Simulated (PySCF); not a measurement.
CuH4O2, SMILES [OH2]->[Cu+]<-[OH2], charge +1, multiplicity 1.

Geometry: r2SCAN-D4/def2-TZVP. The spin state was assumed, not searched.

Level of theory: PBE/def2-TZVPD run with PySCF.

Symmetry labels are those of the subgroup C2 that the program uses (full group C2).

Computed valence orbital energies around the gap with their symmetry:
| orbital | symmetry | energy (eV) |
|---|---|---|
| HOMO−7 | B | -17.06 |
| HOMO−6 | A | -14.37 |
| HOMO−5 | B | -14.30 |
| HOMO−4 | B | -11.16 |
| HOMO−3 | A | -11.16 |
| HOMO−2 | B | -11.06 |
| HOMO−1 | A | -11.05 |
| HOMO | A | -10.82 |
| LUMO | A | -6.84 |
| LUMO+1 | B | -5.25 |
| LUMO+2 | A | -4.58 |
| LUMO+3 | B | -4.57 |
